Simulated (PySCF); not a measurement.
# MN15 on K (potassium, neutral)

Configuration: [Ar] 4p1, 2P determinant (an excited configuration). Computed with PySCF 2.14 in aug-cc-pVDZ-X2C, with the spin-free X2C one-electron Hamiltonian (Gaussian nucleus).

```
Total energy                                                  : -602.305 hartree
One-electron energy                                           : -825.743 hartree
Hartree (Coulomb) energy                                      : 257.188 hartree
Exchange-correlation energy                                   : -33.750 hartree
⟨S²⟩                                                          : 0.7502
⟨L²⟩                                                          : 2.000
Sum of ⟨r⟩                                                    : 22.09 bohr
Sum of ⟨r²⟩                                                   : 99.69 bohr²
Traceless quadrupole moment −½Σ⟨3z² − r²⟩ along its main axis : -32.1 e·bohr²
Langevin diamagnetic susceptibility                           : -79.0 ×10⁻⁶ cm³/mol
Time after the integrals                                      : about 8 core-seconds
```

```csv
shell,electrons,mean orbital energy (hartree),spread (hartree),"rms radius, mean of both spins (bohr)"
1s α,1,-129.27267,0,0.0938
1s β,1,-129.27258,0,0.0938
2s α,1,-13.01821,0,0.423
2s β,1,-13.01808,0,0.423
2p α,3,-10.57768,0.00070,0.389
2p β,3,-10.57758,0.00083,0.389
3s α,1,-1.50654,0,1.37
3s β,1,-1.50592,0,1.37
3p α,3,-0.88154,0.00042,1.56
3p β,3,-0.87996,0.00437,1.56
4p α,1,-0.05530,0,8.95
```

Densities and radii are taken from the X2C orbitals without a picture-change correction, which distorts them close to the nucleus.
